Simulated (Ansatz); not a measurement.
Reaction R1 → P1 + P2, each structure at its B3LYP-D3(BJ)/def2-TZVP stationary point, reached from a drawn start (curvature not checked).
P1: H2O (SMILES O), charge 0, multiplicity 1.
P2: CH2O2 (SMILES O=CO), charge 0, multiplicity 1.
R1: CH4O3 (SMILES OC(O)O), charge 0, multiplicity 1.

P less R. No zero-point or thermal terms. One arrangement of each flexible species, with no search for the lowest.

Frozen-core correlation throughout.

The values were computed with Ansatz (a quantum-chemistry and plane-wave program) with Gaussian orbitals. All values are computed, each at the level named.

Total energies in hartree:

```
structure  PBE/def2-TZVPP  B3LYP/def2-TZVPP  CCSD(T)/cc-pVQZ
---------  --------------  ----------------  ---------------
P1             -76.380147        -76.466662       -76.359711
P2            -189.646999       -189.850546      -189.561576
R1            -266.020833       -266.308049      -265.918465
```

Problem. Work out the reaction energy at each level in kJ/mol (1 hartree = 2625.49964 kJ/mol), and say how far PBE/def2-TZVPP lies from CCSD(T)/cc-pVQZ.

Solution. 
- PBE/def2-TZVPP: (-76.380147) + (-189.646999) − (-266.020833) = -0.006313 hartree = -16.6 kJ/mol
- B3LYP/def2-TZVPP: (-76.466662) + (-189.850546) − (-266.308049) = -0.009159 hartree = -24.0 kJ/mol
- CCSD(T)/cc-pVQZ: (-76.359711) + (-189.561576) − (-265.918465) = -0.002822 hartree = -7.4 kJ/mol
PBE/def2-TZVPP less CCSD(T)/cc-pVQZ: -9.2 kJ/mol. CCSD(T)/cc-pVQZ is the level counted from, the highest shown, and no exact or measured value.
